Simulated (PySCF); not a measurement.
# Bonding in `C/C=C(\C#N)O[SiH2]C(C)=O`

Species: C6H9NO2Si.
Atom-mapped SMILES: `[CH3:1]/[CH:2]=[C:3](\[C:4]#[N:5])[O:6][SiH2:7][C:8]([CH3:9])=[O:10]` (hydrogens: H11, H12, H13 on C1; H14 on C2; H15, H16 on Si7; H17, H18, H19 on C9)

Geometry (GFN2-xTB, Å), atoms numbered from 1 in this order:
```
atom  x, y, z in Å
C1    -3.411    0.407   -0.436
C2    -2.035   -0.131   -0.262
C3    -0.971    0.599    0.086
C4    -1.074    1.996    0.330
N5    -1.137    3.123    0.532
O6     0.287    0.120    0.246
Si7    0.890   -1.393    0.244
C8     2.753   -1.097    0.576
C9     3.274    0.310    0.647
O10    3.467   -2.064    0.713
H11   -3.453    1.469   -0.208
H12   -4.104   -0.126    0.215
H13   -3.743    0.251   -1.463
H14   -1.893   -1.189   -0.433
H15    0.292   -2.199    1.307
H16    0.705   -2.049   -1.052
H17    3.056    0.814   -0.293
H18    2.745    0.845    1.434
H19    4.344    0.324    0.840
```

Bond orders from the PBE0/pcSseg-1 density (PySCF). Isolated species at its GFN2-xTB geometry (one conformer only).

Question: How far do the computed orders between heavy atoms stray from the drawn ones?

Answer: The largest departure is 0.203, at C2–C3 (drawn double, 1.797). Drawn single, order below 0.88: Si7–C8 (0.845).

Question: Give the Mayer order of every bond, beside its length.

Answer: 
```csv
bond,drawn as,length (Å),Mayer order
C1–C2,single,1.487,1.069
C2–C3,double,1.337,1.797
C3–C4,single,1.422,1.024
C4–N5,triple,1.146,2.997
C3–O6,single,1.356,0.937
O6–Si7,single,1.629,0.894
Si7–C8,single,1.916,0.845
C8–C9,single,1.501,0.984
C8–O10,double,1.210,1.937
C1–H11,single,1.087,0.952
C1–H12,single,1.090,0.942
C1–H13,single,1.090,0.941
C2–H14,single,1.081,0.916
Si7–H15,single,1.462,0.933
Si7–H16,single,1.464,0.929
C9–H17,single,1.089,0.939
C9–H18,single,1.088,0.938
C9–H19,single,1.088,0.952
```

Bonds between the same two heavy elements. C–C: lowest C8–C9 (0.984, 1.501 Å), highest C2–C3 (1.797, 1.337 Å); in 1 of the 6 pairs the longer bond (by over 0.003 Å) has the higher order (by 0.02 or more). C–O: lowest C3–O6 (0.937, 1.356 Å), highest C8–O10 (1.937, 1.210 Å).

Question: Sum the orders of all bonds at each heavy atom with more than one neighbour and set the sums beside the valence in the SMILES.

Answer: C1 3.904 (drawn 4), C2 3.782 (drawn 4), C3 3.758 (drawn 4), C4 4.021 (drawn 4), O6 1.831 (drawn 2), Si7 3.601 (drawn 4), C8 3.766 (drawn 4), C9 3.813 (drawn 4). Orders between atoms that aren't bonded are not in these sums.

Mayer orders depend on the basis set.

The run behind these numbers computed NMR shieldings as well. Hardware: an Arm Neoverse V1 with one thread, shared host with 32 logical CPUs at a one-minute load of 30. Cost: 57 s wall, 1.0 GiB resident at most.
